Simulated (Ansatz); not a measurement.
FeF: shapes and states compared

Computed with Ansatz's Gaussian-basis code (development build); NEVPT4(SD), MRCISD by development code. Basis cc-pVDZ, nonrelativistic, 10 orbitals frozen in the corrections; active space CAS(7,11). Restricted Hartree–Fock, then the lowest state-specific CASSCF solution met for each case. Coupled cluster stands on the determinant that it favours, not always the lowest RHF. On stretched bonds single-reference methods can fail or change state. Solutions in different active orbitals can move differences by tenths of an eV and at times more than 1 eV.

Case A, quartet: bond length 1.7800 Å.

Case B, sextet: the shape of A.

Energy less that of case A, in eV:

```json
{"case": "B", "RHF/ROHF": "-2.990", "CASSCF": "-0.712", "NEVPT4(SD)": "-0.497", "MRCISD+Q": "-0.504"}
```

Problem. What does CCSDT give for these differences?

Solution. B: -0.541 eV (-12.5 kcal/mol).

Problem. Which case is lowest, and do the methods agree?

Solution. B is lowest in CCSDT. Of the methods shown, RHF/ROHF, CASSCF, NEVPT4(SD), MRCISD+Q agree.
